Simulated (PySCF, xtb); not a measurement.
C6H4S, SMILES c1sccc1C#C.

Harmonic wavenumbers (cm⁻¹) from GFN2-xTB (xtb) at its own minimum, in rising order: 135, 135, 356, 414, 435, 487, 562, 630, 662, 666, 737, 761, 825, 836, 871, 944, 1077, 1123, 1181, 1361, 1453, 1544, 2259, 3134, 3164, 3166, 3398.

Problem. What does B3LYP-D3(BJ)/def2-SVP (PySCF) give at its own minimum? (The exact figures need the calculation; the answer reports its results.)

Solution. 153, 159, 424, 482, 493, 530, 656, 657, 658, 695, 711, 807, 831, 876, 914, 950, 1085, 1166, 1233, 1394, 1460, 1574, 2219, 3223, 3254, 3259, 3472. Paired by order, the mean absolute difference is 43 cm⁻¹ and the zero-point energies are 46.2 and 47.7 kcal/mol.
